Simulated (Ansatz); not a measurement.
Mulliken charges of F2H3NSi (`N[SiH](F)F`) from PBE/def2-TZVPP in Ansatz (PBE0-D4/def2-TZVP geometry).

| atom | x (Å) | y (Å) | z (Å) | charge (e) |
| --- | --- | --- | --- | --- |
| N1 | -0.499 | 0.899 | -0.154 | -0.377 |
| Si2 | 0.397 | -0.509 | 0.062 | 0.705 |
| F3 | 0.976 | -0.503 | 1.539 | -0.277 |
| F4 | -0.445 | -1.855 | -0.032 | -0.271 |
| H5 | -0.711 | 1.250 | -1.073 | 0.156 |
| H6 | -1.130 | 1.254 | 0.546 | 0.162 |
| H7 | 1.473 | -0.604 | -0.934 | -0.098 |

By hand: the dipole of these point charges (1 e Å = 4.8032 D).

Σ q r = (-0.120, 0.402, -0.303) e Å, of length 0.518 e Å = 2.49 D.

How does the dipole of the full density compare? (Best estimate.)

The calculation gave: (-0.202, 0.399, -0.264) e Å, 2.49 D; the point charges give 1.00 times that, at 10° from its direction.

Point charges leave out the atoms' own dipoles, such as those of lone pairs, and Mulliken's split depends on the basis, so the close match here is no proof of good charges.
